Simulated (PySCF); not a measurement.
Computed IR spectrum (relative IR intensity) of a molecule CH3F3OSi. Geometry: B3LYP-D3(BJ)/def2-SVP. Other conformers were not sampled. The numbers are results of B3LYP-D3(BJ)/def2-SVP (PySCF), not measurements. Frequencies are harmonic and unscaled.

ν (cm⁻¹): 70 (vw), 192 (w), 262 (w), 302 (m), 333 (w), 364 (vs), 423 (w), 771 (vw), 881 (vs), 974 (vs), 987 (vs), 1071 (s), 1158 (m), 1306 (vw), 1380 (m), 1445 (vw), 2983 (m), 3087 (vw), 3805 (m) (against the strongest line: vs over 80 %, s over 45 %, m over 15 %, w over 4 %, vw less)

Identify the compound among the candidates.
(A) OC[Si](F)(F)F
(B) O[SiH2]C(F)(F)F
(C) O[Si](F)(F)CF
(D) CO[Si](F)(F)F

A, OC[Si](F)(F)F
